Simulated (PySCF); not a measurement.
Method: B3LYP-D3(BJ)/def2-TZVP // B3LYP-D3(BJ)/def2-SVP in PySCF. All species are isolated molecules in the gas phase. One relaxed conformer stands for a flexible species; it need not be the lowest. B3LYP has the VWN-RPA correlation part, as in Gaussian. Delta-SCF ions had no search for a lower state. Excitations are Tamm–Dancoff values on a coarser integration grid. The basis has no diffuse functions, so Rydberg states are missing or too high.

Reference species (SMILES): `C=CC(=C)c1ccc([SiH3])cc1` (C–C–C–C torsion -170°, C–C–C–C torsion -127°) (neutral, multiplicity 1).

| Property | Value |
|---|---|
| T1 excitation (TDA) | 3.06 eV |
| vertical ionisation energy (Delta-SCF) | 8.15 eV |
| HOMO | -6.46 eV |

Changed species: `C=C/C=C\c1cccc([SiH3])c1` (C–C–C–C torsion -175°, C–C–C–C torsion -146°).

Problem. Predict the effect on the T1 excitation (TDA), vertical ionisation energy (Delta-SCF) and HOMO.

Solution. the T1 excitation (TDA) decreases by 0.35 eV, to 2.71 eV; the vertical ionisation energy (Delta-SCF) falls by 0.32 eV, to 7.83 eV; the HOMO increases by 0.31 eV, to -6.15 eV.
